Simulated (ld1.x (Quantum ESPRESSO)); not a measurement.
Logarithmic derivatives: aluminium (Al), TM

* Element: aluminium
* Generator: ld1.x (Quantum ESPRESSO) 7.5
* Type: norm-conserving Troullier–Martins (Kleinman–Bylander form)
* Functional: LDA (PZ)
* Relativity: scalar-relativistic
* Frozen core: [Ne]
* Valence charge: 3
* Reference configuration: 3s2 3p1
* Partial waves: 3s (bound): rc 1.50 bohr; 3p (bound): rc 2.95 bohr
* Local potential: all-electron potential smoothed inside 2.90 bohr (lloc = -2)
* Core correction: Bessel-smoothed model core inside 1.10 bohr

The phase is arctan(r·u′/u) with u = r·R(r), unwrapped; energies in Ry, scanned from -3 to 5 Ry. A pole is an energy at which the radial function vanishes at the test radius. The pseudo phase is shifted by a multiple of π to meet the all-electron one at the reference energy, and phase errors are pseudo minus all-electron; the curves can meet again beyond the range given. Levels narrower than the energy grid can be missing from the lists of poles.

```json
{"channel": "s", "radius (bohr)": "3.21", "reference energy (Ry)": "-0.58", "poles, all-electron": "-0.05, 4.34", "poles, pseudo": "-0.04", "unbroken range about the reference energy with phases within 0.05 rad": "below 1.0", "phase error 1 Ry above the reference energy (rad)": "+0.016"}
{"channel": "p", "radius (bohr)": "3.21", "reference energy (Ry)": "-0.20", "poles, all-electron": "0.61, 4.88", "poles, pseudo": "0.61, 4.61", "unbroken range about the reference energy with phases within 0.05 rad": "below 2.0", "phase error 1 Ry above the reference energy (rad)": "-0.002"}
```

Phases in the p channel:

| E (Ry) | all-electron | pseudo |
| --- | --- | --- |
| -3.00 | 1.377 | 1.377 |
| -2.52 | 1.356 | 1.356 |
| -2.04 | 1.325 | 1.325 |
| -1.56 | 1.276 | 1.276 |
| -1.08 | 1.180 | 1.180 |
| -0.60 | 0.877 | 0.877 |
| -0.12 | -0.784 | -0.784 |
| 0.36 | -1.466 | -1.467 |
| 0.84 | -1.637 | -1.639 |
| 1.32 | -1.758 | -1.764 |
| 1.80 | -1.937 | -1.962 |
| 2.28 | -2.541 | -2.725 |
| 2.76 | -4.048 | -4.173 |
| 3.24 | -4.453 | -4.496 |
| 3.72 | -4.583 | -4.609 |
| 4.20 | -4.651 | -4.672 |
| 4.68 | -4.697 | -4.718 |
